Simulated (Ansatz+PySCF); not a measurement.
Values are calculated unless marked as measured or tabulated.
A run of PySCF 2.14.0 on singlet BeC₂ at this shape:

```yaml
atoms:
  - { symbol: C, position_ang: [2.0766, 0.0000, 1.4540] }
  - { symbol: Be, position_ang: [0.0000, 0.0000, 0.0000] }
  - { symbol: C, position_ang: [-2.0766, 0.0000, 1.4540] }
```

Its results:

| Property | Result |
| --- | --- |
| Converged | yes |
| Reference energy | -88.41234 hartree |
| CCSD correlation energy | -0.44271 hartree |
| Triples correction | -0.08176 hartree |
| Total energy | -88.93681 hartree |
| Spin squared of the determinant | 0.000 |

Which input gives this output? Name the method, the orbitals and the basis set, and write the input.

RHF-CCSD(T) in STO-3G. An unrestricted run that stays on the closed shell gives the same numbers.

```python
from pyscf import gto, scf, cc

mol = gto.M(atom="""
C 2.076550 0.000000 1.454020
Be 0.000000 0.000000 0.000000
C -2.076550 0.000000 1.454020
""", basis='sto-3g', charge=0, spin=0)
mf = scf.RHF(mol)
mf.kernel()
mycc = cc.CCSD(mf, frozen=3).run()
et = mycc.ccsd_t()
print(mf.e_tot, mycc.e_corr, et, mycc.e_tot + et)
```

The reference isn't the lowest determinant (another lies 3.85 eV lower), but the same method gives a higher total on the lower determinant. Caution: large share of triples, a single reference is doubtful; an unrestricted determinant lies well below; the determinant may break the point group.
